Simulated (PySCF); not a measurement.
Predicted microwave data (PBE0/pcSseg-1 in PySCF (dipole) on a GFN2-xTB geometry, gas phase) for one isomer of C6H13FOSi:

```
Rotational constants : A = 2363, B = 597.9, C = 515.2 MHz
Dipole components    : |μa| = 0.36 D, |μb| = 0.97 D, |μc| = 0.85 D
Inertial defect      : -78.09 u·Å²
κ                    : -0.91
```

Problem. Which candidate fits, each taken in the one conformer that was computed?
A. `[CH3:1][O:2][CH2:3]/[C:4]([CH3:5])=[C:6](\[SiH3:7])[CH2:8][F:9]` with C1–O2–C3–C4 -75°, O2–C3–C4–C5 146°, C4–C6–C8–F9 -152°
B. `[CH3:1][CH:2]([CH3:3])[CH2:4][SiH2:5][O:6]/[CH:7]=[CH:8]/[F:9]` with C1–C2–C4–Si5 -56°, C2–C4–Si5–O6 -170°, C4–Si5–O6–C7 -179°, Si5–O6–C7–C8 1°
C. `[CH3:1][SiH2:2][O:3][CH2:4]/[C:5]([CH3:6])=[CH:7]\[CH2:8][F:9]` with C1–Si2–O3–C4 -178°, Si2–O3–C4–C5 -176°, O3–C4–C5–C6 47°, C5–C7–C8–F9 -56°
D. `[CH3:1][CH2:2]/[C:3](=[CH:4]/[SiH2:5][CH2:6][F:7])[O:8][CH3:9]` with C1–C2–C3–C4 -6°, C3–C4–Si5–C6 173°, C4–Si5–C6–F7 57°, C2–C3–O8–C9 14°

Solution. C. It is C[SiH2]OC/C(C)=C\CF, a near-prolate asymmetric top, point group C1. The candidates at the same level (rigid rotor, commonest isotopes):

```json
{"SMILES": "C[SiH2]OC/C(C)=C\\CF", "A (MHz)": "2363", "B (MHz)": "597.9", "C (MHz)": "515.2", "μa (D)": "0.36", "μb (D)": "0.97", "μc (D)": "0.85", "Δ (u·Å²)": "-78.09", "point group": "C1", "rotor": "near-prolate asymmetric top"}
{"SMILES": "CC/C(=C/[SiH2]CF)OC", "A (MHz)": "1954", "B (MHz)": "685.2", "C (MHz)": "524.5", "μa (D)": "3.79", "μb (D)": "0.50", "μc (D)": "1.21", "Δ (u·Å²)": "-32.68", "point group": "C1", "rotor": "asymmetric top"}
{"SMILES": "CC(C)C[SiH2]O/C=C/F", "A (MHz)": "4080", "B (MHz)": "455.9", "C (MHz)": "450.0", "μa (D)": "2.53", "μb (D)": "0.11", "μc (D)": "0.09", "Δ (u·Å²)": "-109.49", "point group": "C1", "rotor": "near-prolate asymmetric top"}
{"SMILES": "COC/C(C)=C(\\[SiH3])CF", "A (MHz)": "1632", "B (MHz)": "1070", "C (MHz)": "784.5", "μa (D)": "1.99", "μb (D)": "3.23", "μc (D)": "0.40", "Δ (u·Å²)": "-137.90", "point group": "C1", "rotor": "asymmetric top"}
```

`CC(C)C[SiH2]O/C=C/F` has A 73 % too high; `COC/C(C)=C(\[SiH3])CF` has B 79 % too high; `CC/C(=C/[SiH2]CF)OC` has A 17 % too low. No structure here is proved a minimum.
